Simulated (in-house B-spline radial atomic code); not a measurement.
The numbers below are computed, except where a source is named.
## Building a PAW p channel for Si, r_c = 2.35 bohr

Si, [Ne] 3s2 3p2, non-relativistic LDA (VWN5), spherical and spin-unpolarised, from an all-electron radial atomic-structure program (B-spline basis) (atomic units; all potentials screened as in the neutral atom).

Two all-electron partial waves φ1, φ2 are integrated outwards at E1 = ε(3p) = -0.153292 and E2 = E1 + 0.5 hartree; φ1 is the bound orbital and φ2 has unit norm inside r_c = 2.3463 bohr. Smooth partners are polynomials, r^2(a0 + a1 r² + a2 r⁴ + a3 r⁶), matched to φ and three derivatives at r_c, with no condition on the norm. The local potential is -3.08863 + (1.20001) r² + (-0.209123) r⁴ + (0.0138221) r⁶ inside 1.924 bohr and the all-electron one outside.

| wave | φ(r_c) | φ'(r_c) | a0 | a1 | a2 | a3 |
| --- | --- | --- | --- | --- | --- | --- |
| 1 | 0.6139574 | -0.05968983 | 0.3929573 | -0.09078189 | 0.009221752 | -0.0003664879 |
| 2 | 0.4830184 | -1.063647 | 0.8712765 | -0.2608107 | 0.0275647 | -0.00109762 |

Inside r_c the overlaps are <φi φj> = [[0.41443, 0.62420], [0.62420, 1.00000]] and, for the smooth waves, [[0.41361, 0.61891], [0.61891, 0.98291]]. With χj = (Ej − T − V_local) applied to smooth wave j, the program's quadrature gives the matrix B_ij = <smooth i, χj> as [[0.07238, 0.14170], [0.14435, 0.29167]].

Problem. Check the match of the first wave, and find the augmentation charges q_ij.

Solution. At r_c the four terms are 2.16328, -2.75127, 1.53856, -0.33661, which sum to 0.6140, φ1(r_c) to rounding. q_ij is the all-electron overlap less the smooth one: [[0.00081, 0.00529], [0.00529, 0.01709]]. The smooth first wave has a norm of 0.4136 inside r_c against 0.4144, and q11 > 0 puts back the missing charge.

Problem. B isn't symmetric. Show that D_ij = B_ij + Ej q_ij is.

Solution. Integrating by parts gives B12 − B21 = (E1 − E2) q12: 0.14170 − (0.14435) = -0.00264, and −0.5 × (0.00529) = -0.00264. So D12 = 0.14170 + (0.346708)(0.00529) = 0.14354 and D21 = 0.14435 + (-0.153292)(0.00529) = 0.14354; D11 = 0.07226, D22 = 0.29759. The projectors, p = (B⁻¹)ᵀ χ, are dual to the smooth waves; det B = 0.00066, small beside B11 B22, as the two smooth waves look alike inside r_c.

Solving (T + V_local + Σ p D p) ψ = E (1 + Σ p q p) ψ in a sphere of 9 bohr, whose wall lifts the free-atom level a little, gives these levels:

```json
{"all-electron": "-0.152799", "one projector": "-0.152799", "two projectors": "-0.152799"}
{"all-electron": "0.106667", "one projector": "0.106443", "two projectors": "0.106666"}
{"all-electron": "0.429591", "one projector": "0.427682", "two projectors": "0.429590"}
{"all-electron": "0.901100", "one projector": "0.892364", "two projectors": "0.901014"}
{"all-electron": "1.511700", "one projector": "1.483980", "two projectors": "1.510600"}
```

Problem. What does the second projector gain?

Solution. With one projector the errors are 0.00, -0.22, -1.91, -8.74, -27.72 millihartree. With two the errors are 0.00, 0.00, 0.00, -0.09, -1.10 millihartree. The scattering is exact at E1 and at E2 = 0.347, and over all levels compared the largest error is 1.1 millihartree. The lowest eigenvalue of the overlap operator is 1 with one and 0.9752 with two projectors. The smooth orbital alone needs a cutoff of 3.28 hartree for 1 millihartree of kinetic energy, against 3.38 for a norm-conserving Troullier-Martins orbital of the same radius.
